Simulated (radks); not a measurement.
Results of a calculation; reference values are marked as such.
Species: Pr2+. Configuration: [Kr] 4d10 4f3.5 5s2 5p5.5 (fractional occupations, a model configuration). Code: a radial shooting solver on a logarithmic mesh with Libxc functionals. Model: Dirac Kohn-Sham, exchange-only B88, spin-unpolarised, spherical densities, finite nucleus; open shells fill j = l - 1/2 first; Fermi nuclear charge, rms radius 4.8919 fm.

Spin-orbit splittings of the eigenvalues, e(l+1/2) - e(l-1/2), with zeta = 2 splitting/(2l+1) and mean radii in bohr:

shell  occ.  splitting (eV)  zeta (eV)  <r> j=l-1/2  <r> j=l+1/2
2p        6               ?          ?      0.08604      0.09235
3p        6           95.58      63.72       0.2617       0.2740
3d       10           20.61      8.243       0.2452       0.2490
4p        6           20.53      13.69       0.6410       0.6692
4d       10           3.590      1.436       0.7238       0.7340
4f      3.5          0.3255    0.09300        1.203        1.225
5p      5.5           2.763      1.842        1.709        1.796

Estimate the 2p splitting.

Answer. 482.5 eV (zeta = 321.6 eV).
